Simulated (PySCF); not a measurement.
CH₄FIn, SMILES [CH3][InH][F]. Atoms are numbered in the order given.

```xyz
7

In    -0.1535    -0.2542     0.0464
H     -0.7799    -1.8062     0.4952
F      1.6512    -0.0049     0.8649
C     -0.6980     1.4903    -1.1081
H     -1.5839     1.9743    -0.6530
H     -0.9449     1.1955    -2.1462
H      0.1556     2.1930    -1.1061
```
Charge 0, spin multiplicity 1.

Geometry: PBE-D3(BJ)/def2-SVP. The def2 effective core potentials stand for the cores of In; spin–orbit coupling is left out.

All values below come from TDA-M06-2X/def2-SVPD run with PySCF.

Vertical excitations. Gas-phase values at a fixed geometry.

Computed UV-visible absorptions:
```csv
state,energy (eV),λ (nm),f,main pairs
S1,5.27,235,0.000,HOMO→LUMO 99 %
S2,6.90,180,0.272,HOMO→LUMO+1 79 %
S3,6.94,179,0.064,HOMO−1→LUMO 95 %
S4,7.13,174,0.055,"HOMO→LUMO+2 76 %, HOMO→LUMO+1 12 %"
S5,7.47,166,0.001,HOMO−3→LUMO 96 %
S6,7.59,163,0.007,HOMO−2→LUMO 79 %
S7,8.02,155,0.524,HOMO→LUMO+3 85 %
S8,8.12,153,0.017,"HOMO−2→LUMO+1 54 %, HOMO−2→LUMO+2 37 %"
S9,8.24,150,0.030,"HOMO−3→LUMO+1 36 %, HOMO−1→LUMO+1 25 %, HOMO−3→LUMO+2 21 %"
S10,8.47,146,0.122,"HOMO−1→LUMO+1 52 %, HOMO−3→LUMO+1 15 %, HOMO−3→LUMO+2 13 %"
T1,4.91,253,0,HOMO→LUMO 98 %
T2,5.39,230,0,"HOMO→LUMO+1 71 %, HOMO→LUMO+3 16 %"
T3,6.38,194,0,HOMO−1→LUMO 95 %
T4,6.84,181,0,HOMO→LUMO+2 75 %
```
Triplets are in the Tamm–Dancoff approximation.
